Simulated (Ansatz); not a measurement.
`Cc1cc(-c2sc(-c3sc(-c4sc(C#C[Si](C)(C)C)cc4C)cc3C)cc2C)sc1C#C[Si](C)(C)C`. Charge 0, multiplicity 1. Geometry r2SCAN-D4/def2-SVP.

Cartesian coordinates in Å:
```
C 0.432 -7.872 -1.201
C 0.301 -6.433 -0.813
C -0.921 -5.722 -0.743
C -0.791 -4.394 -0.344
C -1.814 -3.393 -0.174
S -1.414 -1.699 -0.314
C -3.049 -1.205 0.044
C -3.401 0.190 0.102
S -2.173 1.390 0.428
C -3.313 2.704 0.294
C -2.883 4.071 0.443
S -1.228 4.505 0.107
C -1.515 6.179 0.512
C -0.481 7.126 0.439
C 0.431 7.948 0.358
Si 1.809 9.166 0.237
C 1.107 10.883 0.544
C 3.103 8.742 1.535
C 2.552 9.055 -1.486
C -2.845 6.365 0.874
C -3.630 5.188 0.843
C -5.078 5.157 1.229
C -4.585 2.202 0.040
C -4.652 0.792 -0.074
C -5.919 0.060 -0.396
C -3.851 -2.326 0.231
C -3.173 -3.564 0.112
C -3.846 -4.886 0.324
S 0.883 -4.016 -0.033
C 1.393 -5.632 -0.462
C 2.745 -6.003 -0.419
C 3.928 -6.344 -0.379
Si 5.698 -6.851 -0.319
C 5.901 -8.398 -1.368
C 6.745 -5.446 -1.001
C 6.168 -7.207 1.467
H -0.425 -8.198 -1.809
H 0.476 -8.520 -0.308
H 1.357 -8.047 -1.771
H -1.877 -6.163 -1.026
H 1.900 11.647 0.478
H 0.651 10.953 1.545
H 0.332 11.133 -0.198
H 3.948 9.449 1.488
H 2.676 8.787 2.550
H 3.500 7.726 1.382
H 1.800 9.287 -2.257
H 2.939 8.043 -1.687
H 3.387 9.767 -1.599
H -3.231 7.343 1.169
H -5.334 6.041 1.833
H -5.319 4.256 1.815
H -5.739 5.162 0.346
H -5.452 2.844 -0.121
H -5.743 -0.750 -1.122
H -6.665 0.748 -0.820
H -6.369 -0.398 0.502
H -4.904 -2.261 0.505
H -4.783 -4.755 0.884
H -3.201 -5.581 0.883
H -4.102 -5.374 -0.633
H 5.615 -8.209 -2.415
H 5.271 -9.219 -0.989
H 6.949 -8.743 -1.358
H 6.609 -4.526 -0.410
H 6.474 -5.219 -2.044
H 7.817 -5.710 -0.975
H 5.549 -8.017 1.886
H 6.027 -6.315 2.099
H 7.225 -7.513 1.541
```

Single mean-field runs in def2-SVP are fitted with def2-universal-jkfit.

(1) Estimate the orbital energies around the gap (eV) in Ansatz with PBE-D4/def2-SVP, r2SCAN-D4/def2-SVP, PBE0-D4/def2-SVP.

Answers

(1) 
```
orbital  PBE-D4/def2-SVP  r2SCAN-D4/def2-SVP  PBE0-D4/def2-SVP
 HOMO−5            -6.15               -6.45             -7.28
 HOMO−4            -6.08               -6.38             -7.22
 HOMO−3            -6.02               -6.32             -7.15
 HOMO−2            -5.79               -6.05             -6.87
 HOMO−1            -5.10               -5.32             -6.03
   HOMO            -4.46               -4.64             -5.26
   LUMO            -2.64               -2.69             -2.13
 LUMO+1            -2.08               -2.09             -1.45
 LUMO+2            -1.38               -1.33             -0.62
 LUMO+3            -1.09               -0.98             -0.17
 LUMO+4            -0.80               -0.68              0.11
 LUMO+5            -0.69               -0.58              0.19
```
